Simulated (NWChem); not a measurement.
MgNH₂Br; SMILES [NH2][Mg][Br]

```xyz
5

Mg    -0.0014     1.1475     0.0000
Br     0.0003    -1.2069     0.0000
N      0.0023     3.0307     0.0000
H     -0.0046     3.6277    -0.8197
H     -0.0046     3.6277     0.8197
```
Atoms are numbered in this order, from 1.

Computed with NWChem. Structure relaxed at the B3LYP/6-31G* (spherical d) level. LC-ωPBE (HJS hole) with def2-SVP; x = 1 − exp(−ω/0.25 bohr⁻¹) is a scale chosen for this fit.

```
row           x  −ε(HOMO) (eV)
--------  -----  -------------
ω = 0.05  0.181           5.86
ω = 0.15  0.451           7.26
ω = 0.25  0.632           8.34
ω = 0.30  0.699           8.77
ω = 0.35  0.753       withheld
```

Question: Fit a straight line of the last column on the one before it, predict the withheld value, and compare with the run.

Answer: 
1. Means of the 4 shown rows: x = 0.4908, y = 7.558. Slope Σ(x − x̄)(y − ȳ)/Σ(x − x̄)² = 0.9007/0.1608 = 5.600; intercept 4.809.
2. The shown rows scatter about the line by 0.048 (root mean square); the largest residual is -0.07, at ω = 0.15.
3. At x = 0.753 (ω = 0.35; beyond the shown range) the line gives 9.03.
4. The run gives 9.13, +0.10 from the line, 2.1 times the scatter.
